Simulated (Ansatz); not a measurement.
The first iterations of a band of C2H4AlBr (8 atoms, charge 0, multiplicity 1).

Theory: RKS B3LYP/def2-SVP (Ansatz 0.2.0).

```json
{
 "movable images": "5",
 "climbing image": "yes",
 "spring": "5.0 eV/Å²",
 "optimiser": "quadratic models (default)",
 "start path": "through a guess of the saddle point",
 "force threshold": "0.05 eV/Å",
 "iteration limit": "60",
 "end points": "relaxed"
}
```

First end point:

```xyz
8
Properties=species:S:1:pos:R:3
Br -2.080 0.628 -0.044
C -0.079 0.387 -0.790
C 0.769 0.366 0.487
Al -0.332 -1.221 0.215
H -0.009 1.133 -1.590
H 0.705 1.190 1.215
H 1.820 0.204 0.181
H -0.701 -2.743 0.269
```

Last end point:

```xyz
8
Properties=species:S:1:pos:R:3
Br -1.613 2.622 -0.347
C -0.440 1.115 -0.437
C -0.431 0.100 0.437
Al 0.832 -1.365 0.187
H 0.223 1.198 -1.303
H -1.151 0.137 1.265
H 1.822 -1.274 -1.048
H 0.849 -2.590 1.191
```

| iteration | highest image above the first end (eV) | largest band force component (eV/Å) |
| --- | --- | --- |
| 1 | 3.924 | 8.733 |
| 2 | 3.254 | 2.879 |
| 3 | 2.324 | 1.970 |
| 4 | 1.939 | 1.367 |
| 5 | 2.043 | 0.908 |
| 6 | 1.901 | 0.950 |
| 7 | 1.718 | 0.551 |
| 8 | 1.471 | 1.718 |
| 9 | 1.782 | 1.885 |
| 10 | 2.960 | 3.766 |
| 11 | 2.853 | 3.571 |
| 12 | 2.303 | 1.098 |
| 13 | 1.995 | 1.309 |
| 14 | 1.691 | 1.367 |

Problem. Does the band converge within its limit, and where does its top end?

Solution. The forces met the threshold. It ended after 44 iterations with the highest image 2.138 eV above the first end. The profile has 2 maxima (images 1, 3) with wells between them (image 2): this band takes more than one step, which may be the mechanism or a detour left from its start path. Neighbouring images differ by up to 2.2 eV, so the band resolves the path poorly. A vibrational analysis at the climbing image gives one clearly imaginary mode, 1268i cm⁻¹: a first-order saddle point. The orbitals stay closed-shell, which can raise the energy where a bond breaks towards radicals; this wasn't checked here.

The run took 6.5 min on 2 threads of Intel(R) Xeon(R) Platinum 8488C (Sapphire Rapids), on a shared host, peak memory 0.24 GiB.
